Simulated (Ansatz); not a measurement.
`CC[O][In]([CH3])[Cl]` + H₂ → `CC[O][InH][Cl]` + CH₄  (hydrogenolysis of the In–C bond)

Gas-phase electronic energies from Ansatz, PBE0-D4/def2-TZVP geometries. CCSD(T)/CBS is the MP2 limit (def2-TZVPP, def2-QZVPP) plus CCSD(T) − MP2 in def2-TZVPP, frozen cores. This one scheme is used for every species. Functionals use def2-TZVPP. B3LYP here is the variant with VWN-RPA as its local correlation; programs differ in this. def2 core potentials past Kr. For In outer-core shells are correlated without core-valence functions, which leaves a few kJ/mol of doubt a bond. One conformer a species, not always the lowest.

```
             level  ΔE (kJ/mol)  difference from CCSD(T)/CBS
         r2SCAN-D4        -37.5                         -6.3
           PBE0-D4        -38.9                         -7.7
           ωB97X-V        -40.1                         -8.9
           ωB97M-V        -38.8                         -7.6
            B2PLYP        -38.6                         -7.4
            r2SCAN        -38.7                         -7.5
             B3LYP        -44.8                        -13.6
     HF/def2-TZVPP        -60.9                        -29.7
    MP2/def2-TZVPP        -25.0                          6.2
SCS-MP2/def2-TZVPP        -31.8                         -0.6
   CCSD/def2-TZVPP        -38.6                         -7.4
     HF/def2-QZVPP        -60.7                        -29.5
    MP2/def2-QZVPP        -23.5                          7.7
SCS-MP2/def2-QZVPP        -30.5                          0.7
     MP2/CBS(def2)        -22.5                          8.7
    CCSD/CBS(def2)        -36.1                         -4.9
       CCSD(T)/CBS        -31.2                            0
```

Largest T1 diagnostic among the species: 0.015.

The D4 term adds +6.0 kJ/mol with B3LYP and +3.4 kJ/mol with PBE0; it sums over pairs of atoms, weighted by their polarisabilities, and B3LYP, whose exchange is more repulsive, gets the larger term. From PBE to PBE0 (25 % exact exchange), in def2-TZVPP and without D4, ΔE moves by −4.0 kJ/mol.
